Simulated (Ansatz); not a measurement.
One change: `N=CF` becomes `N=C[SeH]`.

Ansatz, PBE0-D4/def2-TZVP geometries, multiplicity 1. Each molecule was computed in one conformer, which needn't be the lowest.

Scalar relativity is left out up to krypton. Spin–orbit coupling is left out; it splits and shifts lone-pair levels of the heavy atoms by tenths of an eV.

```tsv
property	`N=CF`
LUMO energy (B3LYP/def2-TZVPP) / eV	-0.48
HOMO energy (ωB97M-V/def2-TZVPP) / eV	-11.25
HOMO energy (PBE0/def2-TZVPP) / eV	-8.81
HOMO–LUMO gap (ωB97M-V/def2-TZVPP) / eV	13.42
size of the dipole moment (B3LYP/def2-TZVPP) / D	2.78
HOMO energy (PBE/def2-TZVPP) / eV	-7.18
```

(1) What does the change do to each property? (Estimate.)

Answers

(1) The calculation gave: 
```json
{"property": "LUMO energy (B3LYP/def2-TZVPP) / eV", "`N=C[SeH]`": "-0.70", "shift": "-0.22"}
{"property": "HOMO energy (ωB97M-V/def2-TZVPP) / eV", "`N=C[SeH]`": "-9.14", "shift": "2.11"}
{"property": "HOMO energy (PBE0/def2-TZVPP) / eV", "`N=C[SeH]`": "-7.02", "shift": "1.79"}
{"property": "HOMO–LUMO gap (ωB97M-V/def2-TZVPP) / eV", "`N=C[SeH]`": "10.83", "shift": "-2.59"}
{"property": "size of the dipole moment (B3LYP/def2-TZVPP) / D", "`N=C[SeH]`": "2.53", "shift": "-0.25"}
{"property": "HOMO energy (PBE/def2-TZVPP) / eV", "`N=C[SeH]`": "-5.93", "shift": "1.25"}
```

With PBE0 the HOMO rises by 1.79 eV and the LUMO falls by 0.30 eV, so the gap narrows by about 2.09 eV. PBE moves the HOMO by 1.25 eV and ωB97M-V by 2.11 eV. The zero-point energy changes by 14.3 kJ/mol with +3 modes. Dipoles are sizes alone; their direction can turn.

B3LYP here is the variant with VWN-RPA as its local correlation; programs differ in this.
